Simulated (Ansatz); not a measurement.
CF2 (SMILES F[C]F) moved off its minimum; all values from Ansatz (an electronic-structure program), cores frozen in correlated methods.
(charge 0, multiplicity 1)
```xyz
3

F     -1.04588    -0.36765    -0.00723
C      0.02758     0.57189     0.01436
F      1.01180    -0.12719    -0.01851
```

| level | largest force (eV/Å) | on atom | rms difference from CCSD(T)/aug-cc-pVTZ (eV/Å) | dipole (D) |
|---|---|---|---|---|
| HF/def2-TZVPP | 5.00 | C2 | 1.069 | 1.29 |
| PBE/def2-TZVPP | 5.32 | C2 | 0.337 | 1.31 |
| r2SCAN/def2-TZVPP | 5.06 | C2 | 0.108 | 1.31 |
| B3LYP/def2-TZVPP | 4.98 | C2 | 0.135 | 1.28 |
| wB97M-V/def2-TZVPP | 5.13 | C2 | 0.156 | 1.29 |
| MP2/aug-cc-pVTZ | 5.09 | C2 | 0.124 | 1.30 |
| CCSD(T)/aug-cc-pVTZ | 5.26 | C2 | 0.000 | 1.24 |

The differences count from one level among others, with limits of its own. Forces at CCSD(T)/aug-cc-pVTZ (eV/Å):

| atom | Fx | Fy | Fz |
|---|---|---|---|
| F1 | 1.613 | 1.610 | 0.039 |
| C2 | -5.212 | 0.729 | 0.074 |
| F3 | 3.599 | -2.340 | -0.113 |

Doubts at one or more of the structures used: a restricted determinant that unrestricted orbitals would lower (MP2/aug-cc-pVTZ, CCSD(T)/aug-cc-pVTZ).
